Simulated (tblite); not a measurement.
Input of a run (GFN2-xTB geometry optimisation, gas phase (tblite 0.8.0)), started from a force field or distance geometry:
```
{"job": {"kind": "relax", "xc": "GFN2-xTB", "basis": "xTB"}, "charge": 0, "multiplicity": 2}
C      3.510500     0.979700    -0.525500
C      2.416200     0.444900    -0.544900
C      1.149300    -0.216600    -0.544700
C      0.814000    -1.468200    -1.031900
N     -0.525600    -1.644800    -0.807400
N     -1.019400    -0.549900    -0.244000
C     -2.380400    -0.264100     0.162500
C     -0.008300     0.365500    -0.054900
H      4.466200     1.450500    -0.521400
H     -3.130600    -0.670800    -0.550700
H     -2.580000     0.842700     0.174400
H     -2.557800    -0.611900     1.207200
H     -0.158500     1.343500     0.402300
```

Output (eV, eV/Å):
```
step      E/eV     max force
  0    -572.38450    4.078
  1    -572.61486    2.834
  2    -572.61023    3.859
  3    -572.70988    0.659
  4    -572.72814    0.393
  5    -572.74479    0.493
  6    -572.75582    0.341
  7    -572.76425    0.255
  8    -572.76985    0.183
  9    -572.77246    0.206
 10    -572.77461    0.204
 11    -572.77743    0.185
 12    -572.78066    0.174
 13    -572.78321    0.153
 14    -572.78474    0.114
 15    -572.78590    0.117
 16    -572.78724    0.134
 17    -572.78845    0.096
 18    -572.78921    0.061
 19    -572.78964    0.055
 20    -572.79000    0.053
 21    -572.79040    0.058
 22    -572.79081    0.057
 23    -572.79122    0.069
 24    -572.79166    0.075
 25    -572.79218    0.074
 26    -572.79281    0.083
 27    -572.79354    0.106
 28    -572.79439    0.120
 29    -572.79530    0.103
 30    -572.79607    0.073
 31    -572.79650    0.056
 32    -572.79670    0.031
 33    -572.79681    0.029
 34    -572.79686    0.017
 35    -572.79689    0.013
 36    -572.79690    0.012
 37    -572.79691    0.011
 38    -572.79692    0.007
```

Summarise the run.

The energy falls by 9.5 kcal/mol over 38 L-BFGS steps, the largest force on an atom goes from 4.08 to 0.007 eV/Å, and the atoms move by 0.119 Å rms after alignment. The bond that changes most is C4–N5 (ends: carbon bonded to C and N; nitrogen bonded to C and N), which shortens by 0.077 Å. Bonds longer at the end by more than 0.005 Å: 3 of 13; shorter: 10. Among the angles that change most is N5–N6–C7, from 129.2° to 121.3°. The energy rose by more than 1e-5 eV at step 2. The first step brought 56 % of the lowering.

What are the final bond lengths?

C1≡C2 1.201 Å, C2–C3 1.401 Å, C3–C4 1.407 Å, C4–N5 1.293 Å, N5–N6 1.342 Å, N6–C7 1.434 Å, N6–C8 1.350 Å, C3–C8 1.392 Å, C1–H9 1.048 Å, C7–H10 1.089 Å, C7–H11 1.089 Å, C7–H12 1.093 Å, C8–H13 1.073 Å. Numbering counts from 1 in the input's order; the species is `C#CC1=CN(C)N=[C]1` [radical].

On Arm Neoverse V1, one thread (shared host), this took 0.19 s wall.

Its GFN2-xTB frequencies are all real (lowest 16 cm⁻¹).

These are computed values.
